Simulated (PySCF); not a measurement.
**Electron correlation in Te+ (tellurium, charge +1)**

[Kr] 4d10 5s2 5p3, high-spin 4S determinant. Calculation: PySCF 2.14, in aug-cc-pVTZ-PP with one added diffuse shell each of d, f type with ECP28MDF (6s5p5d3f, 67 functions); a scalar-relativistic core potential. Frozen: 4s2 4p6 4d10; 5 electrons correlated.

| level | correlation energy (mhartree) |
| --- | --- |
| CCSD | -76.29 |
| (T) | -2.28 |
| CCSD(T) | -78.57 |

Diagnostics: T1 = 0.0024, D1 = 0.0058, largest double amplitude 0.034.

Cost of the coupled-cluster step: of the order of 5 core-seconds, for 5 correlated electrons.
